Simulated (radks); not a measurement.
The numbers below are computed, except where a source is named.
Ionisation of neutral xenon, [Xe], to Xe+, [Kr] 4d10 5s2 5p5, under several functionals. Dirac Kohn-Sham, spin-unpolarised, spherical densities, finite nucleus; open shells fill j = l - 1/2 first; a radial shooting solver on a logarithmic mesh with Libxc functionals.

functional                                      E(Xe) (hartree)  Exc (hartree)  IE (eV)  -e(HOMO) (eV)  <r> HOMO (bohr)  IE error (eV)
revPBE                                              -7450.25761     -187.46960   12.073          7.816            2.351         -0.057
SOGGA                                               -7446.55301     -183.71919   12.042          7.783            2.349         -0.088
HCTH/407                                            -7454.61351     -192.03476   12.283          8.009            2.343         +0.153
OLYP                                                -7452.84197     -190.17747   12.014          7.739            2.345         -0.116
PW91                                                -7451.02344     -188.24472   12.160          7.901            2.352         +0.031
exchange-only B88                                   -7447.93672     -185.11109   11.118          6.908            2.379         -1.012
PBE                                                 -7450.00514     -187.21143   12.110          7.855            2.353         -0.020
LDA (Slater exchange, Perdew-Wang correlation)      -7444.06210     -181.19607   12.258          7.994            2.351         +0.128

NIST Atomic Spectra Database: 12.130 eV (measured). Closest: PBE. The Delta-SCF values span 1.17 eV, the total energies 10.55 hartree. The highest occupied level is 5p3/2. Spin polarisation and multiplet splitting are left out, so open shells lie too high by an amount that depends on their filling.

Beside tabulated values, note that spin-unpolarised runs miss the spin-polarisation part of the exchange energy of open shells.
